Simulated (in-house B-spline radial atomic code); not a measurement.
# How G0W0 and RPA depend on the start: the bromine ion Br²⁺

Configuration [Ar] 3d10 4s2 4p3, highest spin. Computed with a B-spline radial code for spherical atoms: all electrons, scalar-relativistic (spin-free one-electron X2C), finite nucleus, each spin shell either full or empty, empty states to l = 9 with an (l + 1/2)⁻⁴ tail; G0W0 by contour deformation at full frequency.

```tsv
start	mean-field 4p up (eV)	G0W0 (eV)	QP weight	RPA correlation (Eh)
Hartree-Fock	-35.21	-35.71	0.965	-2.2356
LDA VWN5	-29.466	-35.31	0.926	-2.4562
PBE	-29.430	?	?	?
PBE0	-31.09	-35.45	0.942	-2.3908
r2SCAN	-30.04	-35.38	0.936	-2.4131
HSE06	-30.64	?	?	?
B3LYP (VWN-RPA)	-30.59	-35.41	0.938	-2.4045
SCAN	-30.07	-35.36	0.936	-2.4118
TPSS	-29.634	-35.36	0.928	-2.4396
BHandHLYP	-32.39	-35.53	0.952	-2.3366
CAM-B3LYP	-32.37	-35.53	0.951	-2.3781
LC-wPBE	-34.05	-35.61	0.959	-2.3771
wB97X	-33.44	-35.58	0.957	-2.3643
PBEsol	-29.420	-35.32	0.926	-2.4531
BLYP	-29.090	-35.29	0.923	-2.4535
r2SCAN0	-31.50	-35.47	0.947	-2.3656
LDA exchange-only	-28.433	-35.35	0.919	-2.4556
```

**Question.** What G0W0 level, weight and RPA correlation energy follow from the HSE06 start?

**Answer.** G0W0 level -35.42 eV, weight 0.938, RPA correlation -2.3966 hartree.

**Question.** What G0W0 level, weight and RPA correlation energy follow from the PBE start?

**Answer.** G0W0 level -35.32 eV, weight 0.925, RPA correlation -2.4516 hartree.

**Question.** How much of the dependence on the start does G0W0 remove?

**Answer.** The mean-field levels span 6.78 eV and the G0W0 levels 0.423 eV. Against 34.871 ± 0.019 eV (NIST, measured) the G0W0 removal energies are off by +0.42 to +0.84 eV, with spin-orbit coupling, Breit and QED terms left out.
